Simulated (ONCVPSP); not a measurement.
# Building the ONCV potential for Ag (PBEsol, non-relativistic).

The input file (ONCVPSP 4.0.1):

```
# ATOM AND REFERENCE CONFIGURATION
# atsym  z   nc   nv     iexc    psfile
  Ag 47.00    6    4  -116133      upf
#
#   n    l    f
    1    0    2.00
    2    0    2.00
    2    1    6.00
    3    0    2.00
    3    1    6.00
    3    2   10.00
    4    0    2.00
    4    1    6.00
    4    2   10.00
    5    0    1.00
#
# PSEUDOPOTENTIAL AND OPTIMIZATION
# lmax
    2
#
#   l,   rc,      ep,       ncon, nbas, qcut
    0    1.85    0.00    3    7    8.00
    1    0.95    0.00    4    8    7.40
    2    1.95    0.00    4    9    9.50
#
# LOCAL POTENTIAL
# lloc, lpopt,  rc(5),   dvloc0
    4    5    0.75    0.00
#
# VANDERBILT-KLEINMAN-BYLANDER PROJECTORs
# l, nproj, debl
    0    2    1.20
    1    2    2.80
    2    2    2.70
#
# MODEL CORE CHARGE
# icmod, fcfact, rcfact
    2    0.75    0.70
#
# LOG DERIVATIVE ANALYSIS
# epsh1, epsh2, depsh
   -5.00    5.00    0.04
#
# OUTPUT GRID
# rlmax, drl
    6.00    0.01
#
# TEST CONFIGURATIONS
# ncnf
    4
# nvcnf
#   n    l    f
    4
    4    0    2.00
    4    1    6.00
    4    2   10.00
    5    0    0.00
#
    4
    4    0    2.00
    4    1    6.00
    4    2    9.00
    5    0    0.00
#
    4
    4    0    2.00
    4    1    6.00
    4    2    8.00
    5    0    0.00
#
    4
    4    0    2.00
    4    1    6.00
    4    2    7.00
    5    0    0.00
#
```

Command:

```bash
oncvpspnr.x < Ag.dat > Ag.out
```

Output (shortened: citation, most of the input echo, consistency checks and plot data are left out):

```
ONCVPSP  (Optimized Norm-Conservinng Vanderbilt PSeudopotential)
scalar-relativistic version 4.0.1

#   n    l    f        energy (Ha)
    1    0    2.00    -9.0091543E+02
    2    0    2.00    -1.2991855E+02
    2    1    6.00    -1.2091597E+02
    3    0    2.00    -2.3695801E+01
    3    1    6.00    -2.0067274E+01
    3    2   10.00    -1.3354053E+01
    4    0    2.00    -3.2206389E+00
    4    1    6.00    -2.0812759E+00
    4    2   10.00    -2.9098842E-01
    5    0    1.00    -1.4692061E-01

Reference configufation results
  iterations    29
  all-electron total energy (Ha)   -5.19718612D+03

Begin loop to  construct optimized pseudo wave functions
and semi-local pseudopoentials for all angular momenta

Calculating optimized projector #   1

 for l=   0

    Fraction of norm inside rc  0.988346
    Optimizing pswf for qcut=   7.99 a_B^-1,  ecut=  31.95 Ha
    Residual kinetic energy error=  4.46D-08 Ha

    Energy error per electron        Cutoff
         Ha          eV             Ha
         0.01000     0.27211        7.53
         0.00100     0.02721       17.58
         0.00010     0.00272       22.09
         0.00001     0.00027       25.54

Calculating optimized projector #   2

 for l=   0

    Fraction of norm inside rc  0.095051
    Optimizing pswf for qcut=   7.99 a_B^-1,  ecut=  31.95 Ha
    Residual kinetic energy error=  3.03D-08 Ha

    Energy error per electron        Cutoff
         Ha          eV             Ha
         0.01000     0.27211        5.08
         0.00100     0.02721       15.09
         0.00010     0.00272       20.84
         0.00001     0.00027       24.86

   Wellstate for l =  1  n =  5
     eigenvalue =   0.7187
     asymptotic potential =   1.2187
     half-point radius =  2.4955

Calculating optimized projector #   1

 for l=   1

    Fraction of norm inside rc  0.465328
    Optimizing pswf for qcut=   7.39 a_B^-1,  ecut=  27.32 Ha
    Residual kinetic energy error=  1.92D-02 Ha

    Energy error per electron        Cutoff
         Ha          eV             Ha
         0.01000     0.27211       34.09
         0.00100     0.02721      186.85
         0.00010     0.00272      227.54
         0.00001     0.00027      293.41

Calculating optimized projector #   2

 for l=   1

    Fraction of norm inside rc  0.068379
    Optimizing pswf for qcut=   7.39 a_B^-1,  ecut=  27.32 Ha
    Residual kinetic energy error=  5.49D-03 Ha

    Energy error per electron        Cutoff
         Ha          eV             Ha
         0.01000     0.27211       18.25
         0.00100     0.02721       95.33
         0.00010     0.00272      281.19
         0.00001     0.00027      322.58

   Wellstate for l =  2  n =  6
     eigenvalue =   2.4090
     asymptotic potential =   2.9090
     half-point radius =  3.5117

Calculating optimized projector #   1

 for l=   2

    Fraction of norm inside rc  0.828805
    Optimizing pswf for qcut=   9.51 a_B^-1,  ecut=  45.21 Ha
    Residual kinetic energy error=  4.80D-09 Ha

    Energy error per electron        Cutoff
         Ha          eV             Ha
         0.01000     0.27211       21.91
         0.00100     0.02721       27.58
         0.00010     0.00272       32.26
         0.00001     0.00027       36.18

Calculating optimized projector #   2

 for l=   2

    Fraction of norm inside rc  0.179833
    Optimizing pswf for qcut=   9.51 a_B^-1,  ecut=  45.21 Ha
    Residual kinetic energy error=  3.84D-08 Ha

    Energy error per electron        Cutoff
         Ha          eV             Ha
         0.01000     0.27211       22.34
         0.00100     0.02721       28.80
         0.00010     0.00272       33.80
         0.00001     0.00027       37.88

Construct Vanderbilt / Kleinmman-Bylander projectors

B matrix Hermiticity error, ll=   0
   1   2    2.2145E-09

  Orthonormal projector coefficients  2.1107E+01  2.0317E+00

B matrix Hermiticity error, ll=   1
   1   2    6.4016E-08

  Orthonormal projector coefficients  2.7804E+01  9.2046E+00

B matrix Hermiticity error, ll=   2
   1   2   -1.9490E-08

  Orthonormal projector coefficients  8.0943E+00 -2.1778E+00

Model core correction analysis
  based on d2Exc/dn_idn_j

d2excae - all-electron derivatives

   -3.141394D-02   -2.888691D-02   -1.908098D-02   -1.408823D-03
   -2.888704D-02   -2.726770D-02   -1.932805D-02   -1.718055D-03
   -1.908120D-02   -1.932817D-02   -1.828756D-02   -6.792932D-03
   -1.408753D-03   -1.717811D-03   -6.790064D-03   -3.318967D-02

d2excps - pseudofunction derivatives with no core correction

   -4.624293D-02   -3.195712D-02   -1.931817D-02   -2.444444D-03
   -3.195814D-02   -3.064909D-02   -2.111351D-02   -1.869667D-03
   -1.931830D-02   -2.111367D-02   -1.949543D-02   -6.790798D-03
   -2.445365D-03   -1.869430D-03   -6.787930D-03   -3.325284D-02

rms 2nd derivative error    4.033725E-03

amplitude prefactor, scale prefactor
   22.1012    1.0648

d2excps - pseudofunction derivatives with core correction

   -2.746835D-02   -2.639803D-02   -1.747716D-02   -1.274454D-03
   -2.639794D-02   -2.827572D-02   -2.025476D-02   -1.533113D-03
   -1.747723D-02   -2.025490D-02   -1.918556D-02   -6.678990D-03
   -1.274371D-03   -1.532865D-03   -6.676121D-03   -3.317994D-02

rms 2nd derivative error    1.516028E-03

Pseudoatom total energy -145.671467

Diagnostic tests using Vanderbilt-Kleinman-Bylander pseudopotentials
  1 or more projectors used as specified by nproj input data

   l    rcore       rmatch      e in        delta e   norm test  slope test

   0   1.8603611   1.9168456  -3.2206389  -0.0000005   0.9999983   0.9999982
   0   1.8603611   1.9168456  -0.1469206   0.0000012   1.0000061   0.9999935

   1   0.9519703   0.9808742  -2.0812759   0.0000000   1.0000000   1.0000001
   1   0.9519703   0.9808742   0.7187241  -0.0000001   1.0000001   1.0000001

   2   1.9515563   2.0108098  -0.2909884  -0.0000000   1.0000000   0.9999999
   2   1.9515563   2.0108098   2.4090116   0.0000001   1.0000000   1.0000000

 Testing for bound ghosts
   n   l    E NL Schr. Eq   E Basis Diag.   E Cutoff

   1   0       -3.220639       -3.220624     55.38
       0                       -1.767012     55.38  WARNING - GHOST(-)
   2   0       -0.146919       -0.112849     55.38

   2   1       -2.081276       -2.076529    332.64

   3   2       -0.290988       -0.290559    116.54

 Testing for highly-localized positive-energy ghosts
       l    <radius>/rc     E Basis Diag.   E Cutoff

       1        0.933272       14.390789    332.64  WARNING - GHOST(+)

Test configuration 0

   n   l     f        eae           eps        diff
   1   0  2.0000 -900.91542895
   2   0  2.0000 -129.91854500
   2   1  6.0000 -120.91596830
   3   0  2.0000  -23.69580073
   3   1  6.0000  -20.06727358
   3   2 10.0000  -13.35405313
   4   0  2.0000   -3.22063895   -3.22063945   -5.03D-07
   4   1  6.0000   -2.08127591   -2.08127587    4.00D-08
   4   2 10.0000   -0.29098842   -0.29098845   -2.71D-08
   5   0  1.0000   -0.14692061   -0.14691941    1.20D-06

    Total energies and differences
      AE_ref= -5.19718612D+03  AE_tst= -5.19718612D+03  dif=  0.00D+00
      PS_ref= -1.45671467D+02  PS_tst= -1.45671467D+02  dif=  1.14D-13
      PSP excitation error= -1.14D-13

Test configuration 1

   n   l     f        eae           eps        diff
   1   0  2.0000 -901.20713770
   2   0  2.0000 -130.20666579
   2   1  6.0000 -121.20430836
   3   0  2.0000  -23.98534065
   3   1  6.0000  -20.35678433
   3   2 10.0000  -13.64320907
   4   0  2.0000   -3.51416066   -3.51507163   -9.11D-04
   4   1  6.0000   -2.37565613   -2.37596010   -3.04D-04
   4   2 10.0000   -0.58332730   -0.58337902   -5.17D-05

    Total energies and differences
      AE_ref= -5.19718612D+03  AE_tst= -5.19692329D+03  dif=  2.63D-01
      PS_ref= -1.45671467D+02  PS_tst= -1.45408631D+02  dif=  2.63D-01
      PSP excitation error= -3.71D-06

Test configuration 2

   n   l     f        eae           eps        diff
   1   0  2.0000 -901.74943790
   2   0  2.0000 -130.75330868
   2   1  6.0000 -121.75062728
   3   0  2.0000  -24.52931672
   3   1  6.0000  -20.90082414
   3   2 10.0000  -14.18784701
   4   0  2.0000   -4.04379872   -4.04477172   -9.73D-04
   4   1  6.0000   -2.89978302   -2.89982659   -4.36D-05
   4   2  9.0000   -1.07563228   -1.07539166    2.41D-04

    Total energies and differences
      AE_ref= -5.19718612D+03  AE_tst= -5.19609925D+03  dif=  1.09D+00
      PS_ref= -1.45671467D+02  PS_tst= -1.44584640D+02  dif=  1.09D+00
      PSP excitation error=  4.26D-05

Test configuration 3

   n   l     f        eae           eps        diff
   1   0  2.0000 -902.37059403
   2   0  2.0000 -131.38041485
   2   1  6.0000 -122.37742693
   3   0  2.0000  -25.14969343
   3   1  6.0000  -21.52137658
   3   2 10.0000  -14.80962678
   4   0  2.0000   -4.63705794   -4.63832418   -1.27D-03
   4   1  6.0000   -3.48536436   -3.48451703    8.47D-04
   4   2  8.0000   -1.62609726   -1.62475758    1.34D-03

    Total energies and differences
      AE_ref= -5.19718612D+03  AE_tst= -5.19475273D+03  dif=  2.43D+00
      PS_ref= -1.45671467D+02  PS_tst= -1.43238815D+02  dif=  2.43D+00
      PSP excitation error=  7.46D-04

Test configuration 4

psatom: WARNING lschvkbb convergence error n,l,iter=   2   0   4
ea(ii),et,emin,emax -1.596794E-01 -1.756474E-01 -1.756474E-01 -1.756474E-01
run_config: WARNING for fully non-local PS atom, stg. 1
 WARNING no output for configuration 5
```

oncvpspnr.x prints “scalar-relativistic version” in its banner although the run is non-relativistic.

Note: ghosts flagged at negative energy: s at -48.1 eV; GHOST(+) flagged for p at 391.6 eV. A true bound ghost makes a file unfit for plane-wave use.

The run took about 3.5 s on one core of a shared server CPU.
